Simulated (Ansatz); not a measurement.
Frontier orbitals of `O[Si@]1(Cl)O[C@@H]1F`.

```
atom   x (Å)   y (Å)   z (Å)
  O1  -1.598  -1.011   0.290
 Si2  -0.034  -0.707   0.023
 Cl3   0.845  -2.463  -0.405
  O4   0.769   0.351   0.995
  C5   0.662   0.914  -0.347
  F6  -0.136   2.016  -0.361
  H7  -2.138  -0.269   0.577
  H8   1.631   1.169  -0.771
```

Total charge 0; spin multiplicity 1. All single points use the PBE0-D4/def2-TZVP geometry. It is one conformer, not always the lowest. Basis def2-TZVPP, Ansatz 0.2.0.

```json
{"functional": "r2SCAN0", "HOMO (eV)": "-8.01", "LUMO (eV)": "-0.03"}
```

Task: Give HOMO and LUMO (eV) with LDA (SPW92), PBE, revPBE, BLYP, r2SCAN, B97M-V, PBE0, B3LYP, r2SCANh, HSE06 (plane-wave form), BHLYP, CAM-B3LYP, LC-ωPBE, ωB97X-V, ωB97M-V, HF. (Estimate.)

Result: Ansatz gave: 
```csv
functional,HOMO,LUMO
LDA (SPW92),-6.57,-1.51
PBE,-6.38,-1.26
revPBE,-6.30,-1.14
BLYP,-6.29,-1.21
r2SCAN,-6.66,-0.83
B97M-V,-6.71,-0.90
PBE0,-7.82,-0.30
B3LYP,-7.62,-0.62
r2SCANh,-7.20,-0.51
HSE06 (plane-wave form),-7.42,-0.68
BHLYP,-9.22,0.59
CAM-B3LYP,-9.28,0.67
LC-ωPBE,-10.59,2.01
ωB97X-V,-10.23,1.84
ωB97M-V,-10.10,1.51
HF,-11.32,3.03
```

B3LYP here is the variant with VWN-RPA as its local correlation; programs differ in this. LC-ωPBE has ω = 0.4 bohr⁻¹. Positive LUMOs are unbound and depend on the basis.
